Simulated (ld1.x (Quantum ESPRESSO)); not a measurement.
Reading a pseudo-wave (Ni)

Columns: radius, all-electron u(r) and pseudo u(r) of the 4s shell (level -13.18 eV) of nickel in the configuration [Ne] 3s2 3p6 3d8 4s1 4p0; PBE, scalar-relativistic, PAW scheme, ld1.x (Quantum ESPRESSO) 7.5.

| r (bohr) | all-electron | pseudo |
| --- | --- | --- |
| 0.108 | -0.1182 | -0.0442 |
| 0.215 | -0.1473 | -0.0882 |
| 0.322 | 0.0630 | -0.1324 |
| 0.430 | 0.2416 | -0.1773 |
| 0.538 | 0.3079 | -0.2226 |
| 0.645 | 0.2773 | -0.2676 |
| 0.752 | 0.1868 | -0.3126 |
| 0.860 | 0.0660 | -0.3579 |
| 0.968 | -0.0628 | -0.4025 |
| 1.075 | -0.1858 | -0.4456 |
| 1.182 | -0.2974 | -0.4872 |
| 1.290 | -0.3954 | -0.5269 |
| 1.398 | -0.4775 | -0.5638 |
| 1.505 | -0.5438 | -0.5968 |
| 1.612 | -0.5960 | -0.6258 |
| 1.720 | -0.6356 | -0.6503 |
| 1.828 | -0.6636 | -0.6696 |
| 1.935 | -0.6812 | -0.6830 |
| 2.042 | -0.6903 | -0.6905 |
| 2.150 | -0.6919 | -0.6919 |
| 2.258 | -0.6871 | -0.6871 |
| 2.365 | -0.6772 | -0.6772 |
| 2.472 | -0.6631 | -0.6631 |
| 2.580 | -0.6452 | -0.6452 |
| 2.688 | -0.6247 | -0.6247 |
| 2.795 | -0.6023 | -0.6023 |

Problem. How many radial nodes do the two functions have?

Solution. The all-electron 4s function has n − l − 1 = 3 (the table is too coarse to show those close to the nucleus); the pseudo-wave has 0, since the states of the same l below it are removed with the core.

Problem. At about which radius was the pseudo-wave matched?

Solution. 2.15 bohr. The columns agree to 0.0005 from 2.04 bohr on; several derivatives are matched, so the curves merge somewhat inside the radius.

Problem. Is the pseudo-wave norm-conserving?

Solution. No, it belongs to a PAW set: the norm inside the radius is not constrained, and the difference is carried by the augmentation charge.
